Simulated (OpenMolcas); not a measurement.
**Tm2+: effect of the metal basis and ligand basis**

Tm2+ with 6 ligands (chloride) in octahedral coordination (Oh) at 2.79 Å. A charge of +0.667 e stands 2.8 Å behind each ligand.

* Program: OpenMolcas
* Method: CASSCF
* Spin-orbit coupling: state interaction with AMFI integrals over the reference wave functions

Fixed: active space 13 electrons in 7 orbitals (4f), DKH2 Hamiltonian.

States (labels of O, the rotations of Oh). Energies in cm-1 above the lowest state or level, χT in cm3 K/mol; under a threefold ground state the first gap can be a small split of the lowest multiplet, not the spin-orbit step.

```csv
Run,Metal basis,Ligand basis,Ground state,First state of that spin,First gap with spin-orbit (degeneracies),Width of lowest J,χT at 300 K,Cost
A,ANO-RCC-VDZP,ANO-RCC-VDZP,2T1,2T2 88.2,"55.4 (2, 4)",101,2.562,roughly 23 core-seconds
B,ANO-RCC-VTZP,ANO-RCC-VTZP,2T1,2T2 87.2,"54.4 (2, 4)",101,2.561,roughly 3 core-minutes
```

Against A, the width of the lowest J multiplet changes by 0 % in B.

Costs are those of the RASSCF and RASSI steps.

Without dynamic correlation the ligand-field splitting of an f shell can come out too small, at times by half. No measured value stands beside these numbers; the geometry was imposed, not optimised, and the real ion may take another.
